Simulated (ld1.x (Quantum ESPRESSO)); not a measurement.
# zinc (Zn): one change to a PAW potential, before and after

zinc (Zn), PAW, made with ld1.x (Quantum ESPRESSO) 7.5 (PBEsol, scalar-relativistic). Core [Ne] 3s2, reference 3p6 3d10 4s1 4p0 (charge +1). Waves: 4s (bound): rcut 1.50, rcutus 2.05 bohr; 4s channel at 2.15 Ry: rcut 1.50, rcutus 2.05 bohr; 3p (bound): rcut 1.00, rcutus 1.05 bohr; 4p (bound, empty): rcut 1.00, rcutus 1.05 bohr; 3d (bound): rcut 1.00, rcutus 1.40 bohr; 3d channel at -1 Ry: rcut 1.00, rcutus 1.40 bohr. Local part: all-electron potential smoothed inside 0.80 bohr (lloc = -2). Core correction: Bessel-smoothed model core, default radius (core density twice the valence density). Augmentation charge: BESSEL, radius 0.80 bohr.

Change: waves 3p (bound): rcut 0.76, rcutus 0.80 bohr; 4p (bound): rcut 0.76, rcutus 0.80 bohr.

Cutoffs: the cutoffs (Ry, on a coarse ladder) from which the occupation-weighted sum of valence levels, in a spherical-Bessel basis at the reference potential, stays within 10 and 1 mRy of its value at 400 Ry; they do not see the model core or the augmentation charge, which bear on the density cutoff. Errors are all-electron minus pseudo energies relative to the spin-unpolarised reference configuration.

Problem. What does the change do?

Solution. Both files keep a bound ghost (s); the number of tests that count goes from 7 to 4 (the test run of the changed file stopped, so its transferability is not established); of the 4 tests that both files solve, the error grows in 3 and shrinks in 0 by more than 15 % and 0.3 meV (median size 21.6 → 994.1 meV). That the errors move this way runs against the usual rule that smaller radii transfer better.

```tsv
quantity	base	changed
cutoffs, loose and tight	90 Ry, 140 Ry	not determined
bound ghosts	s	s (p not tested, overlap not positive)
tests counted (converged, no solver errors)	7 of 7	4 of 7 (the test run stopped)
error for 3p6 3d10 4s2 4p0, meV [ΔE -9.90 eV]	+4.6	+478
error for 3p6 3d10 4s0 4p0, meV [ΔE 18.35 eV]	+13	+3194
error for 3p6 3d9 4s0 4p0, meV [ΔE 58.86 eV]	-30	+1510
error for 3p6 3d8 4s0 4p0, meV [ΔE 120.64 eV]	-194	+174
s: phases at 2.24 bohr within 0.05 rad from the reference energy up to (Ry; the scan ends near 5)	to the end of the scan	to the end of the scan
p: phases at 2.24 bohr within 0.05 rad from the reference energy up to (Ry; the scan ends near 5)	to the end of the scan	to the end of the scan
d: phases at 2.24 bohr within 0.05 rad from the reference energy up to (Ry; the scan ends near 5)	to the end of the scan	to the end of the scan
lowest overlap eigenvalue by channel	s 0.27, p 0.27, d 1.00	s 0.27, p -9.46, d 1.00
```

Changed file: the overlap operator is not positive definite in a basis up to 400 Ry (lowest eigenvalue p -9.46), so the file is unfit for use: the generalised eigenproblem breaks down once the basis is large enough, and its test numbers describe a broken file. These tests converged, but a pseudo level misses the all-electron one widely, so the file describes the atom poorly there or has found another state: 3p6 3d10 4s0 4p0: empty 4s by 8.2 eV; 3p6 3d9 4s0 4p0: empty 4s by 7.8 eV. A true bound ghost makes a file unfit for plane-wave use even where its test errors are small: the radial tests pick states by their node count and pass the ghost by.
